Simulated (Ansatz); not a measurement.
Isolated molecules relaxed with PBE0-D4/def2-TZVP in Ansatz; ΔE leaves out vibrations. CBS: MP2 limit from def2 TZ/QZ plus the TZ coupled-cluster correction, frozen cores. This one scheme is used for every species. Functionals use def2-TZVPP. B3LYP here is the variant with VWN-RPA as its local correlation; programs differ in this. HSE06 is defined as in plane-wave codes. Each species was taken in one conformer, which may not be the lowest.

dichlorosilane + `NBCl` → `NB[SiH2]Cl` + Cl₂  (formal exchange of groups at the Si–Cl bond)

`Cl[SiH2]Cl`:

Cartesian coordinates in Å:
```
Cl -0.383 0.349 1.894
Si 0.131 0.007 -0.051
Cl -1.530 -0.448 -1.146
H 1.051 -1.146 -0.096
H 0.731 1.238 -0.600
```

`NBCl`:

Z-matrix (Å, degrees):
```
N
B 1 1.383
H 1 1.006 2 123.2
H 1 1.005 2 122.2 3 -180.0
Cl 2 1.768 1 119.7 3 -0.0
H 2 1.191 1 121.5 3 180.0
```

`NB[SiH2]Cl`:

Z-matrix (Å, degrees):
```
Si
B 1 2.014
Cl 1 2.073 2 109.0
H 1 1.487 2 113.3 3 -118.8
H 1 1.491 2 113.0 3 118.4
N 2 1.384 1 120.3 3 -120.0
H 2 1.198 1 121.4 3 59.7
H 6 1.008 2 123.0 1 179.5
H 6 1.007 2 123.7 1 0.3
```

Cl₂:

Cartesian coordinates in Å:
```
Cl -0.119 0.438 0.881
Cl 0.119 -0.438 -0.881
```

```csv
level,ΔE (eV),difference from CCSD(T)/CBS
PBE-D4,3.63,-0.24
revPBE-D4,3.61,-0.26
BLYP-D4,3.61,-0.26
r2SCAN-D4,3.93,0.06
B97M-V,3.94,0.07
PBE0-D4,3.80,-0.07
B3LYP-D4,3.76,-0.11
r2SCANh-D4,3.96,0.09
r2SCAN0-D4,4.00,0.13
BHLYP-D4,3.95,0.08
CAM-B3LYP-D4,3.85,-0.02
ωB97X-V,3.86,-0.01
ωB97M-V,3.90,0.03
PBE-QIDH,4.02,0.15
PBE,3.63,-0.24
revPBE,3.60,-0.27
BLYP,3.61,-0.26
r2SCAN,3.93,0.06
PBE0,3.80,-0.07
B3LYP,3.76,-0.11
r2SCANh,3.96,0.09
r2SCAN0,4.01,0.14
HSE06,3.80,-0.07
BHLYP,3.96,0.09
CAM-B3LYP,3.86,-0.01
LC-ωPBE,3.89,0.02
RPA@PBE/def2-TZVPP,3.70,-0.17
HF/def2-SVP,4.29,0.42
MP2/def2-SVP,4.28,0.41
CCSD(T)/def2-SVP,4.04,0.17
HF/def2-TZVPP,4.14,0.27
MP2/def2-TZVPP,4.14,0.27
SCS-MP2/def2-TZVPP,4.01,0.14
CCSD/def2-TZVPP,3.93,0.06
CCSD(T)/def2-TZVPP,3.90,0.03
HF/def2-QZVPP,4.11,0.24
MP2/def2-QZVPP,4.11,0.24
SCS-MP2/def2-QZVPP,4.00,0.13
MP2/CBS(def2),4.11,0.24
CCSD/CBS(def2),3.90,0.03
CCSD(T)/CBS,3.87,0
```

Largest T1 diagnostic among the species: 0.012.

From r2SCAN to r2SCAN0 (25 % exact exchange), in def2-TZVPP and without D4, ΔE moves by +0.08 eV. Leaving LDA and LC-ωPBE aside and taking each functional with its dispersion term where it has one, the values spread over 0.41 eV, from revPBE-D4 to PBE-QIDH. LDA lies +0.09 eV from PBE without D4. At CCSD(T), def2-SVP lies +0.17 eV from the extrapolated value and def2-TZVPP +0.03 eV.
